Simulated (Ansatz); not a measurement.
Consider the redistribution: `[CH3][Al]([NH2])[Cl]` + `B[SiH](Cl)O[SiH3]` → `[BH2][Al]([CH3])[NH2]` + `[SiH3]O[SiH](Cl)Cl`.

Computed with Ansatz on PBE0-D4/def2-TZVP structures; ΔE is electronic, products minus reactants. CBS: MP2 limit from def2 TZ/QZ plus the TZ coupled-cluster correction, frozen cores. Functionals use def2-TZVPP. One conformer a species, not always the lowest.

| level | ΔE (kJ/mol) |
| --- | --- |
| BLYP-D4 | 80.2 |
| B97M-V | 84.2 |
| r2SCAN0-D4 | 82.1 |
| CAM-B3LYP-D4 | 80.9 |
| CAM-B3LYP | 81.5 |
| LC-ωPBE | 79.1 |
| SCS-MP2/def2-TZVPP | 79.3 |
| SCS-MP2/def2-QZVPP | 79.1 |

What does CCSD(T)/CBS give? (Best estimate.)

Computed: +77.9 kJ/mol. The listed levels differ from it by 2.3, 6.3, 4.2, 3.0, 3.6, 1.2, 1.4, 1.2 kJ/mol.

What do rigid-rotor, harmonic-oscillator terms from PBE0-D4/def2-TZVP frequencies (298.15 K, 1 bar) make of the CCSD(T)/CBS value? (Best estimate.)

The calculation gave: ΔZPE = -1.8 kJ/mol, ΔH = +76.3 kJ/mol, ΔS = 4 J/(mol·K), ΔG = +75.0 kJ/mol. Modes under 50 cm⁻¹ make the entropy rough.

Largest T1 diagnostic among the species: 0.011.

In def2-TZVPP, CCSD(T) changes the Hartree–Fock value by −7.6 kJ/mol (the triples alone add −1.0 kJ/mol) and MP2 by −6.5 kJ/mol. At CCSD(T), def2-SVP lies +5.3 kJ/mol from the extrapolated value and def2-TZVPP +0.4 kJ/mol. Leaving LDA and LC-ωPBE aside and taking each functional with its dispersion term where it has one, the values, not all of them listed here, spread over 7.5 kJ/mol, from revPBE-D4 to B97M-V.
